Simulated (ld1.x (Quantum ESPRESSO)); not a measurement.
Building the PAW potential for tin (LDA (PZ), scalar-relativistic).

```json
{
 "Element": "Sn",
 "Generator": "ld1.x (Quantum ESPRESSO) 7.5",
 "Type": "PAW",
 "Functional": "LDA (PZ)",
 "Relativity": "scalar-relativistic",
 "Frozen core": "[Kr]",
 "Valence charge": "14",
 "Reference configuration": "4d10 5s2 5p2",
 "Partial waves": "5s (bound): rcut 1.80, rcutus 2.05 bohr; 5s channel at 4.05 Ry: rcut 1.80, rcutus 2.05 bohr; 5p (bound): rcut 1.70, rcutus 2.30 bohr; 5p channel at 4.6 Ry: rcut 1.70, rcutus 2.30 bohr; 4d (bound): rcut 1.60, rcutus 1.90 bohr; 4d channel at 1.6 Ry: rcut 1.60, rcutus 1.90 bohr",
 "Local potential": "all-electron potential smoothed inside 2.10 bohr (lloc = -1)",
 "Core correction": "Bessel-smoothed model core inside 1.00 bohr",
 "Augmentation charge": "BESSEL, radius 1.80 bohr"
}
```

* Cutoffs needed: 35 Ry and 50 Ry (the cutoffs (Ry, on a coarse ladder) from which the occupation-weighted sum of valence levels, in a spherical-Bessel basis at the reference potential, stays within 10 and 1 mRy of its value at 400 Ry)
* Ghost test: no extra level below or beside the all-electron valence levels (s, p, d, f tested) (spherical-Bessel basis up to 400 Ry, 20 bohr box)
* Largest excitation error: -92 meV (all-electron minus pseudo) for 4d9 5s2 5p3, out of 7 test configurations
* Lowest eigenvalue of the overlap operator: 0.67 (s channel)
